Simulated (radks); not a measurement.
Values are calculated unless marked as measured or tabulated.
Species: the thallium ion Tl53+. Configuration: [Ar] 3d10. Level of theory: scalar-relativistic Kohn-Sham, RPBE, spin-polarised, spherical densities, finite nucleus; Fermi nuclear charge, rms radius 5.4759 fm (a radial shooting solver on a logarithmic mesh with Libxc functionals). Some entries of the table are withheld. Estimate them.

orbital,occ.,eigenvalue (Ry),<r> (bohr),r(max) (bohr)
1s,2,-6512.284,0.01632,0.01003
2s,2,-1337.252,0.06860,0.05807
2p,6,-1181.411,0.06216,(1)
3s,2,-472.9188,(2),0.1622
3p,6,-427.6401,(3),0.1615
3d,10,(4),0.1571,0.1308

Answer. 
(1) 2p r(max) (bohr): 0.04824
(2) 3s <r> (bohr): 0.1740
(3) 3p <r> (bohr): 0.1745
(4) 3d eigenvalue (Ry): -382.8613
